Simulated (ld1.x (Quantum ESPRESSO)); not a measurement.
# Cl, TM: configuration errors across variants

Cl, norm-conserving Troullier–Martins (Kleinman–Bylander form), made with ld1.x (Quantum ESPRESSO) 7.5 (PBE, scalar-relativistic). Core [Ne], reference 3s2 3p3.5 (charge +1.5). Waves: 3s (bound): rc 1.20 bohr; 3d channel at 0.45 Ry: rc 1.45 bohr; 3p (bound): rc 1.45 bohr. Local part: the p channel. Core correction: Bessel-smoothed model core inside 0.80 bohr.

All-electron excitation energies from the reference (eV): (1) 3s2 3p5 -25.066; (2) 3s2 3p4 -11.191; (3) 3s2 3p3 14.256; (4) 3s2 3p4.5 -19.483; (5) 3s2 3p2 52.564; (6) 3s1 3p6 -12.913; (7) 3s2 3p1 104.807.

4 further variants failed, have other tests or another functional or relativity, and are left out.

A true bound ghost makes a file unfit for plane-wave use even where its test errors are small: the radial tests pick states by their node count and pass the ghost by.

Errors AE − PS in meV (a dash: test not solved or not reliable):

```tsv
change	(1)	(2)	(3)	(4)	(5)	(6)	(7)	bound ghosts
base	+13	+2.9	+1.7	+8.0	+31	+10	+117	none
wave 3d channel at 0.45 Ry: rc 1.45 bohr becomes 3d channel at 0.65 Ry: rc 1.45 bohr	+13	+2.9	+1.7	+8.0	+31	+10	+117	none
all radii but the core radius scaled by about 1.22 (s 1.46, p 1.78, d 1.78 bohr)	+15	+3.1	+1.8	+8.7	+30	+11	+109	none
local potential all-electron potential smoothed inside 1.40 bohr (lloc = -2)	+15	+3.2	+2.1	+8.9	+34	+11	+130	none
wave 3p (bound): rc 1.45 bohr becomes 3p (bound): rc 2.16 bohr	+17	+3.1	+1.5	+9.3	+22	+11	+64	none
core correction none	+11	+2.5	+1.3	+6.5	+27	+8.1	+114	none
wave 3d channel at 0.45 Ry: rc 1.45 bohr becomes 3d channel at 0.45 Ry: rc 2.22 bohr	+13	+2.9	+1.7	+8.0	+31	+10	+117	d
```

Give the same row for: wave 3s (bound): rc 1.20 bohr becomes 3s (bound): rc 1.80 bohr.

+19, +3.9, +3.2, +11, +51, +11, +196; bound ghosts: none.
